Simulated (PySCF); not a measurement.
CH2F (SMILES [CH2]F), doublet, geometry from GFN2-xTB.

Input for PySCF:
```python
from pyscf import gto, scf, dft

mol = gto.Mole()
mol.atom = '''
    C    -0.64566325    0.05423353    0.06571365
    F     0.67813264   -0.05693569   -0.03196981
    H    -1.19444638   -0.85777853   -0.05263065
    H    -1.03476786    1.04479852   -0.05392294
'''
mol.basis = 'aug-cc-pvdz'
mol.spin = 1
mol.verbose = 4
mol.build()

mf = dft.UKS(mol)
mf.xc = 'tpss'
mf.kernel()
```

What does this run give for the <S^2>, dipole moment, Mulliken (on the basis functions themselves) charges in atom order, nuclear repulsion energy, number of basis functions?


- <S^2>: 0.754
- dipole moment: 1.19 D
- Mulliken (on the basis functions themselves) charges in atom order: C1 0.75, F2 -0.29, H3 -0.23, H4 -0.23
- nuclear repulsion energy: 32.3357 Eh
- number of basis functions: 64

These values belong to the state on which the SCF converged, which isn't shown to be the lowest.
